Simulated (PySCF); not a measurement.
**A thermochemical cycle for CsRb**

PBE0 in PySCF with def2-SVPD on every atom (core potentials on Rb, Cs), for the lowest determinant that a PBE0 search found; no spin–orbit coupling. CsRb, a singlet (closed shell), has De = 0.43 eV to neutral atoms, and CsRb⁺, a doublet (σ ↑), has De = 0.60 eV to Cs⁺ + Rb.

At the same level the Cs atom ionises at 3.90 eV.

**Question.** What is the adiabatic ionisation energy of the molecule, and does ionisation strengthen or weaken the bond?

**Answer.** IE = IE(Cs) + De(neutral) − De(ion) = 3.90 + 0.43 − 0.60 = 3.73 eV. De changes by +0.17 eV, so ionisation strengthens the bond.

Closed-shell solutions of metal pairs were not tested for spin polarisation, which can lower them a little. Weak bonds: CsRb. Basis-set superposition, not corrected here, can be much of De in a small basis, most of all at correlated wavefunction levels. Spin–orbit coupling is left out. For an ion De counts to the pair picked by the measured ionisation energies or electron affinities, which need not be the lowest pair at this level. States were picked by a PBE0 search and need not be the measured ground states.
